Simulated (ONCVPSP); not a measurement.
# V (Z = 23), ONCV: configuration errors across variants

vanadium, optimised norm-conserving Vanderbilt (ONCV), made with ONCVPSP 4.0.1 (PBEsol, fully relativistic). Core [Ne], reference 3s2 3p6 3d3 4s1.5 (charge +0.5). Waves: 3s+4s: rc 1.25 bohr, ncon 3, nbas 6, qcut 12.1 1/bohr, 2 projectors; 3p: rc 1.45 bohr, ncon 3, nbas 7, qcut 10.8 1/bohr, 2 projectors, debl 2.2 Ha; 3d: rc 1.25 bohr, ncon 5, nbas 9, qcut 10.6 1/bohr, 2 projectors, debl 2.8 Ha. Local part: polynomial inside 1.15 bohr (lpopt 5, dvloc0 6 Ha). Core correction: none.

Open shells are filled in proportion to 2j + 1.

All-electron excitation energies from the reference (eV): (1) 3s2 3p6 3d3 4s2 -3.100; (2) 3s2 3p6 3d3 4s1 4.650; (3) 3s2 3p6 3d3 4s0 18.853; (4) 3s2 3p6 3d3 4s0 4p2 3.778.

1 further variants failed, have other tests or too few solved ones, and are left out.

Errors AE − PS in meV (a dash: test not solved or not reliable):

| change | (1) | (2) | (3) | (4) | bound ghosts | GHOST(+) flags above zero |
| --- | --- | --- | --- | --- | --- | --- |
| base | 0.0 | +0.1 | +1.0 | +0.2 | none | none |
| p: rc 1.18 | 0.0 | +0.1 | +1.0 | +0.2 | none | none |
| d: rc 0.92; local potential polynomial inside 0.92 bohr (lpopt 5, dvloc0 6 Ha) | 0.0 | +0.1 | +0.9 | 0.0 | none | none |
| p: qcut 14.2 | 0.0 | +0.1 | +1.0 | +0.2 | none | none |
| d: ncon 3, nbas 7 | 0.0 | +0.2 | +1.1 | +0.2 | none | none |
| s: qcut 10.1 | 0.0 | +0.1 | +1.1 | +0.2 | none | none |

(1) Give the same row for: p: debl 5.65.

Results:

(1) 0.0, +0.1, +1.0, +1.2; bound ghosts: none; GHOST(+) flags above zero: none.
